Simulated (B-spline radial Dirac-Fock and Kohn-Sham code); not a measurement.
## Satellites and hypersatellites of the K lines of Br⁺

System: Br⁺ in the configuration [Ar] 3d10 4s2 4p4.

Method: ΔSCF Dirac-Fock with Breit, self-energy and vacuum polarisation, finite nucleus, configuration average. Computed with an atomic code on a B-spline grid. Each two-hole energy is an average over J within one jj subconfiguration, not an observable level; in light atoms, where LS coupling holds, the j-resolved values are not observed lines, and for a K spectator the Kα1 hypersatellite is nearly forbidden. Correlation energy is missing from these numbers.

Lines without a spectator: Kα2 (K-L2) 11876.3 eV, Kβ3 (K-M2) 13281.0 eV. Shifts in eV with one spectator hole (a dash: not computed, or left out as unreliable):

```
spectator hole     Kα2     Kβ3
        K (1s)  +378.5  +475.9
    L2 (2p1/2)   +37.6       –
    M2 (3p1/2)       –   +8.60
    M4 (3d3/2)   -0.29       –
    M5 (3d5/2)   -1.82       –
```
